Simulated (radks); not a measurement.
Spherical quantum dot in the effective-mass picture: electrons in a parabolic well V = omega^2 r^2 / 2 with omega = 0.107, with a point charge +2 (a donor) at the centre, all in effective atomic units (hartree* = m*/eps^2 hartree, bohr* = eps/m* bohr), one dielectric constant everywhere. Calculated with a radial shooting solver with Libxc functionals: non-relativistic Kohn-Sham, exchange-only LDA, spin-polarised, spherical densities. Levels are named by radial order and angular momentum (1s, 1p, 1d, 2s, ...), and open shells are averaged over m. Results are scaled to m* = 0.057 and eps = 15.3, for which hartree* = 6.626 meV and bohr* = 14.2 nm. Each electron was tried in the lowest free levels, single moves between levels near the top were tried too, and the lowest total energy was kept; such a search can miss a lower state. At N = 1 the Hartree and exchange-correlation terms need not cancel, so that row can carry a self-interaction error.

N,open shells,2S,E (meV),mu = E(N) - E(N-1) (meV),addition energy mu(N+1) - mu(N) (meV),e(HOMO) (meV),rms radius (nm)
1,"1s(up 1, down 0)",1,-12.6421,-12.642,7.337,-9.7605,12.70
2,none,0,-17.9474,-5.3053,6.834,-3.3263,16.11
3,"2s(up 1, down 0)",1,-16.4188,1.5285,1.252,2.0190,40.78
4,"1p(up 1, down 0) 2s(up 1, down 0)",2,-13.6379,2.7810,1.007,3.2956,52.09
5,"1p(up 2, down 0) 2s(up 1, down 0)",3,-9.84950,3.7884,0.9419,4.2699,60.51
6,"1p(up 3, down 0) 2s(up 1, down 0)",4,-5.11924,4.7303,1.207,5.1808,67.46
7,"1p(up 3, down 0)",3,0.818047,5.9373,0.8519,6.2433,73.86
8,"1p(up 3, down 1)",2,7.60726,6.7892,0.7091,7.1426,79.54
9,"1p(up 3, down 2)",1,15.1056,7.4983,0.7062,7.8532,84.52
10,none,0,23.3101,8.2045,1.001,8.5535,89.00
11,"1d(up 1, down 0)",1,32.5156,9.2055,0.6419,9.5278,93.61
12,"1d(up 2, down 0)",2,42.3630,9.8475,0.6327,10.166,97.76
13,"1d(up 3, down 0)",3,52.8432,10.480,0.6220,10.793,101.5
14,"1d(up 4, down 0)",4,63.9453,11.102,0.6109,11.409,105.0
15,"1d(up 5, down 0)",5,75.6584,11.713,0.8262,12.015,108.3
16,"1d(up 5, down 1)",4,88.1977,12.539,0.5596,12.819,111.4
17,"1d(up 5, down 2)",3,101.297,13.099,0.5572,13.378,114.4
18,"1d(up 5, down 3)",2,114.953,13.656,0.5524,13.933,117.2
19,"1d(up 5, down 4)",1,129.161,14.209,0.5465,14.483,119.9
20,none,0,143.917,14.755,0.7833,15.026,122.4
21,"1f(up 1, down 0)",1,159.455,15.538,0.5161,15.797,125.0
22,"1f(up 2, down 0)",2,175.510,16.055,0.5114,16.311,127.5
23,"1f(up 3, down 0)",3,192.075,16.566,-,16.820,129.8

All shells are closed at N = 2, 10, 20 (there: 1s2 1p6 1d10 2s2); the second difference of the energy has clear peaks (12 % above both neighbours; the first and last values, which can be the largest, are not judged, and half-filled shells can peak too) at N = 6, 10, 15, 20.
